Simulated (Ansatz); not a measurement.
Wavefunction ladder for ClFGeH$_{2}$ (`[F][GeH2][Cl]`)

```xyz
5

F     0.970   -0.472   -1.301
Ge    0.091   -0.029    0.121
Cl   -1.806    0.687   -0.541
H     0.856    1.117    0.782
H    -0.112   -1.303    0.939
```

The species carries charge 0 and has multiplicity 1. Correlated methods include outer-core shells of Ge, which these sets cover unevenly. Scalar relativity is left out up to krypton. All single points use the PBE0-D4/def2-TZVP geometry. Frozen core, restricted reference, the Gaussian-basis code of Ansatz.

```tsv
basis	HF (Eh)	MP2 corr.	CCSD corr.	(T)	CCSD(T) total
def2-SVP	?	-0.54772	?	-0.01176	?
def2-TZVPP	-2635.61075	?	-0.71477	-0.02460	?
def2-QZVPP	-2635.67101	?	–	–	–
```

(1) Fill in the withheld values. (Estimate.)

Answers

(1) Computed: def2-SVP HF (Eh): -2635.05475; def2-SVP CCSD corr.: -0.56462; def2-SVP CCSD(T) total: -2635.63113; def2-TZVPP MP2 corr.: -0.69355; def2-TZVPP CCSD(T) total: -2636.35012; def2-QZVPP MP2 corr.: -1.00100.
